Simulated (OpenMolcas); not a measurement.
# Mo III: effect of the active space

```json
{
 "Program": "OpenMolcas 26.06",
 "Method": "SS-CASPT2 or its RAS form, IPEA 0.25 Eh, imaginary shift 0.1 Eh",
 "Basis": "ANO-R2",
 "Scalar Hamiltonian": "X2C, finite nucleus",
 "Spin-orbit coupling": "RASSI with atomic mean-field integrals over the reference wave functions, term energies averaged over their components"
}
```

A. 4 electrons in 5 orbitals (4d); 2S+1 = 5 even, 5 roots; 2S+1 = 3 even, 45 roots; 2S+1 = 1 even, 50 roots; closed shells correlated: 4s 4p; CASPT2 step of the order of 28 core-seconds
B. 4 electrons in 6 orbitals (4d 5s); 2S+1 = 5 even, 15 roots; 2S+1 = 3 even, 95 roots kept (CI in the orbitals of an earlier block); 2S+1 = 1 even, 90 roots kept (CI in the orbitals of an earlier block); closed shells correlated: 4s 4p; CASPT2 step of the order of 70 core-seconds
C. 10 electrons in 8 orbitals (RAS1 4p, at most 2 holes; RAS2 4d); 2S+1 = 5 even, 5 roots; 2S+1 = 3 even, 45 roots; 2S+1 = 1 even, 50 roots; closed shells correlated: 4s; CASPT2 step about 100 core-seconds
D. 4 electrons in 10 orbitals (4d 5d); 2S+1 = 5 even, 5 roots; 2S+1 = 3 even, 45 roots; 2S+1 = 1 even, 49 roots; closed shells correlated: 4s 4p; CASPT2 step of the order of 23 core-minutes

Energies in eV above 4d⁴ ⁵D₀, the measured ground level; measured values from Sugar and Musgrove, J. Phys. Chem. Ref. Data 17, 155 (1988).

```
            Level       A       B       C       D  Measured
          4d⁴ ⁵D₀  0.0000  0.0000  0.0000  0.0000    0.0000
          4d⁴ ⁵D₁  0.0297  0.0315  0.0310  0.0300    0.0300
          4d⁴ ⁵D₂  0.0824  0.0868  0.0858  0.0832    0.0829
          4d⁴ ⁵D₃  0.1511  0.1586  0.1574  0.1530    0.1518
          4d⁴ ⁵D₄  0.2314  0.2420  0.2409  0.2349    0.2321
       4d⁴ ³P₀(1)   1.483   1.461   1.529   1.447    1.3823
       4d⁴ ³P₁(1)   1.637   1.621   1.691   1.601    1.5511
          4d⁴ ³H₄   1.677   1.707   1.685   1.676    1.5721
          4d⁴ ³H₅   1.745   1.784   1.757   1.749    1.6460
          4d⁴ ³H₆   1.808   1.852   1.821   1.818    1.7124
4d⁴ ³F₃(1) [74 %]   1.850   1.850   1.884   1.828    1.7294
       4d⁴ ³F₂(1)   1.853   1.846   1.890   1.824    1.7269
       4d⁴ ³P₂(1)   1.868   1.861   1.933   1.835    1.7801
       4d⁴ ³F₄(1)   1.888   1.895   1.927   1.871    1.7725
   4d⁴ ³G₃ [74 %]   2.089   2.112   2.124   2.081    1.9678
          4d⁴ ³G₄   2.140   2.168   2.175   2.139    2.0188
          4d⁴ ³G₅   2.187   2.222   2.220   2.193    2.0723
          4d⁴ ³D₃   2.542   2.559   2.589   2.538    2.4162
          4d⁴ ³D₂   2.556   2.571   2.600   2.548    2.4272
          4d⁴ ³D₁   2.594   2.614   2.642   2.585          
          4d⁴ ¹I₆   2.600   2.644   2.582   2.638    2.5157
       4d⁴ ¹G₄(1)   2.712   2.755   2.747   2.746    2.5555
       4d⁴ ¹D₂(1)   3.068   3.026   3.085   3.055    2.8276
          4d⁴ ¹F₃   3.504   3.505   3.520   3.515
```

Deviations, from unrounded energies. A percentage is the sum of absolute deviations over the sum of measured energies, with the sign that they share, or ± where signs differ.

```json
{"Against measurement": "mean absolute deviation (cm-1)", "Levels": "21", "A": "780", "B": "880", "C": "990", "D": "740"}
{"Against measurement": "fine structure of the ground term (%)", "Levels": "4", "A": "-0.4", "B": "+4.5", "C": "+3.7", "D": "±0.9"}
{"Against measurement": "other terms of the ground configuration (%)", "Levels": "17", "A": "+6.0", "B": "+6.7", "C": "+7.6", "D": "+5.7"}
```

D lies closest to measurement on these levels and C furthest from it. The largest miss of D in the table is 4d⁴ ¹D₂(1), by +1800 cm-1. The ranking rests on the paired levels alone, and a cruder setting can come out closer through cancelling errors.

The spin-orbit steps hold different terms of 4d⁴ (D lacks a ¹S), which shifts levels as well.

The two smallest mean deviations differ by little beside CASPT2's spread within terms, so their order carries little weight.

Among A to D the level of the table that moves most is 4d⁴ ³P₂(1), by 780 cm-1 (lowest in D, highest in C). Moves below CASPT2's spread within the term are not significant.

Term energies are means over components that CASPT2 splits; among the terms shown or strongly mixed into the levels shown the widest spread is 380 cm-1 (4d⁴ ¹G(1), A). Levels of configurations with an s electron are missing; early in the row they begin among the upper levels of the d shell and mix with terms of their name (holds for A). Terms from blocks run as CI alone lack orbitals of their own (holds for B). Configurations are named by rounded mean occupations; where the s occupation lies near a half they are strongly mixed, a name can repeat and a true partner stay unpaired (holds for B). Active for correlation alone: 4p; no level in the range computed is led by a configuration that opens it, so any true level of that kind is missing (holds for C). Active for correlation alone: 5d; no level in the range computed is led by a configuration that fills it, so any true level of that kind is missing (holds for D). Measured partners are found by configuration, term and J. A level has none where our copy of the source lacks it or the pairing is in doubt (some pairs that miss far off the trend of their configuration count as doubtful), and it then counts in no deviation. Levels of configurations outside the active space are missing. Levels that lie high or do not pair safely by name in every column are left out.

A share in square brackets marks a mixed level and gives the weight of the term that names it, the lowest over the columns. A number in round brackets counts repeated terms of one configuration in the order of the reference energies.
